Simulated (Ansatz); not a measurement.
`C=C[CH2][InH2]` + `[CH3][GeH3]` → `C=C[CH2][GeH3]` + `[CH3][InH2]`  (formal exchange of groups at a C–C bond)

Gas-phase electronic energies from Ansatz, PBE0-D4/def2-TZVP geometries. CCSD(T)/CBS adds triple-zeta CCSD(T) − MP2 to the extrapolated MP2 energy (def2 sets, frozen cores). Functionals use def2-TZVPP. Elements past krypton have def2 core potentials. For Ge, In outer-core shells are correlated without core-valence functions, which leaves a few kJ/mol of doubt a bond. Scalar relativity is left out up to krypton. Each species was taken in one conformer, which may not be the lowest.

`C=C[CH2][InH2]`:

Z-matrix (Å, degrees):
```
C
C 1 1.465
In 1 2.544 2 59.8
C 1 1.350 2 126.1 3 71.3
H 1 1.089 2 116.1 3 -99.6
H 2 1.088 1 115.2 3 -107.7
H 2 1.085 1 115.0 3 118.8
H 3 1.715 1 104.3 2 -119.8
H 3 1.716 1 114.2 2 95.7
H 4 1.086 1 121.6 2 10.3
H 4 1.082 1 121.1 2 -174.2
```

`[CH3][GeH3]`:

Cartesian coordinates in Å:
```
C -0.791 -0.197 -0.639
Ge 0.700 0.175 0.566
H -0.979 -1.270 -0.689
H -1.696 0.299 -0.286
H -0.565 0.164 -1.643
H 0.386 -0.338 1.983
H 0.964 1.689 0.642
H 1.980 -0.520 0.067
```

`C=C[CH2][GeH3]`:

Z-matrix (Å, degrees):
```
C
C 1 1.485
Ge 1 1.972 2 111.2
H 1 1.092 2 111.4 3 -120.3
H 1 1.094 2 111.3 3 119.1
C 2 1.328 1 125.4 3 106.3
H 2 1.089 1 115.9 3 -71.9
H 3 1.539 1 109.6 2 54.3
H 3 1.540 1 110.3 2 174.2
H 3 1.537 1 109.5 2 -65.3
H 6 1.086 2 121.5 1 1.7
H 6 1.083 2 121.4 1 -178.3
```

`[CH3][InH2]`:

Cartesian coordinates in Å:
```
C 0.326 -0.235 0.926
In -0.367 0.245 -1.055
H 1.094 -1.007 0.906
H 0.752 0.663 1.383
H -0.503 -0.563 1.555
H 0.564 -0.188 -2.448
H -1.865 1.086 -1.267
```

CCSD(T)/CBS gives +13.9 kJ/mol.

Q: Another level gave +4.2 kJ/mol. Which?
A. BLYP/def2-TZVPP
B. LDA (SPW92)/def2-TZVPP
C. HF/def2-TZVPP
D. r2SCAN0/def2-TZVPP

A: A. BLYP 4.2, r2SCAN0 12.9, HF/def2-TZVPP -8.5, LDA (SPW92) 22.0 kJ/mol.

Largest T1 diagnostic among the species: 0.013.

Leaving LDA and LC-ωPBE aside and taking each functional with its dispersion term where it has one, the values, not all of them listed here, spread over 13.4 kJ/mol, from CAM-B3LYP-D4 to r2SCAN-D4. LDA lies +10.1 kJ/mol from PBE without D4. In def2-TZVPP, CCSD(T) changes the Hartree–Fock value by +17.4 kJ/mol (the triples alone add +4.2 kJ/mol) and MP2 by +23.3 kJ/mol.
